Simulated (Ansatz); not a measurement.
Ansatz results at the PBE0-D4/def2-TZVP geometry: HOMO energy (PBE0/def2-TZVPP) -7.33 eV; LUMO energy (PBE/def2-TZVPP) -1.16 eV; LUMO energy (B3LYP/def2-TZVPP) -0.55 eV.

Each molecule was computed in one conformer, which needn't be the lowest.

**Question.** Which molecule gave them?
A. `C[SiH](Cl)C#C[Si](F)(F)Cl`
B. `N[SiH2][SiH](N)F`
C. `O[Si](O)(F)[SiH2]Cl`
D. `Cl[SiH2]C#[C][GeH3]`

**Answer.** B. The others give `C[SiH](Cl)C#C[Si](F)(F)Cl`: -8.85, -2.41, -1.70; `Cl[SiH2]C#[C][GeH3]`: -8.30, -1.89, -1.18; `O[Si](O)(F)[SiH2]Cl`: -8.31, -1.53, -0.84.

B3LYP here is the variant with VWN-RPA as its local correlation; programs differ in this.
